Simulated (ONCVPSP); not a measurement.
**Ti (Z = 22): variants of one ONCV potential**

Base potential:

ONCVPSP 4.0.1 input, shortened (lines: element, Z, core and valence counts, functional; n l f; lmax; l rc ep ncon nbas qcut; lloc lpopt rc5 dvloc0; l nproj debl; icmod fcfact rcfact), LDA (Perdew-Wang 92), scalar-relativistic:

```
  Ti 22.00    3    4  -001012      upf
    1    0    2.00
    2    0    2.00
    2    1    6.00
    3    0    2.00
    3    1    6.00
    3    2    2.00
    4    0    2.00
    2
    0    1.45    0.00    4    9   10.50
    1    1.60    0.00    3    6    8.10
    2    2.20    0.00    4    9    8.60
    4    1    1.35    6.00
    0    2    0.50
    1    2    1.00
    2    2    1.90
    3    2.50    1.10
```

In the p channel the program set the typed energies aside and used -1.426, 0.250 Ha.

Cutoffs, loose and tight: the cutoffs (Ha) at which the residual kinetic energy of the hardest occupied pseudo-wave falls to 1 and 0.1 mHa per electron. They do not see the model core or the augmentation charge, which bear on the density cutoff. Test errors are all-electron minus pseudo excitation energies from the reference, over the configurations 3s2 3p6 3d2 4s1; 3s2 3p6 3d2 4s0; 3s2 3p6 3d1 4s0; 3s2 3p6 3d1 4s2. A dash means not determined; rows that change the core or the reference have their own tests.

| change | outcome | cutoff, loose | cutoff, tight | bound ghosts | GHOST(+) flags above zero | largest test error (meV) |
| --- | --- | --- | --- | --- | --- | --- |
| base | generated, projector energies reset by the program | 31 Ha | 38 Ha | none | s | +104 |
| core correction none | generated, projector energies reset by the program | 31 Ha | 38 Ha | none | s | +104 |
| d: nproj 3 | generated, projector energies reset by the program | 31 Ha | 38 Ha | none | s | +104 |
| functional PBEsol | generated, projector energies reset by the program | 31 Ha | 38 Ha | none | s | +97 |
| s: qcut 11.1; p: qcut 8.5; d: qcut 9.1 | generated, projector energies reset by the program | 33 Ha | 40 Ha | none | s | +91 |
| s: rc 1.9 | generated, projector energies reset by the program | 29 Ha | 35 Ha | none | none | +103 |
| p: qcut 5.1 | generated, projector energies reset by the program | 36 Ha | 62 Ha | none | s | +96 |
| d: debl 2.6 | generated, projector energies reset by the program | 31 Ha | 38 Ha | none | s | +103 |
| core correction Teter function, fcfact 3.7, rcfact 1.1 | generated, projector energies reset by the program | 31 Ha | 38 Ha | none | s | +104 |

(1) What comes out with this change to the base: reference 3s2 3p6 3d2; wave 3s+4s: rc 1.45 bohr, ncon 4, nbas 9, qcut 10.5 1/bohr, 2 projectors becomes 3s: rc 1.45 bohr, ncon 4, nbas 9, qcut 10.5 1/bohr, 2 projectors, debl 0.5 Ha?

(2) What comes out with this change to the base: all radii but the core radius scaled by about 0.95 (s 1.38, p 1.52, d 2.10 bohr); local potential polynomial inside 1.28 bohr (lpopt 1, dvloc0 6 Ha)?

## Answers

(1) outcome: generated, projector energies reset by the program; cutoff, loose: 31 Ha; cutoff, tight: 38 Ha; bound ghosts: none; GHOST(+) flags above zero: s; largest test error (meV): +152.

(2) outcome: generated, projector energies reset by the program; cutoff, loose: 33 Ha; cutoff, tight: 39 Ha; bound ghosts: none; GHOST(+) flags above zero: none; largest test error (meV): +90.
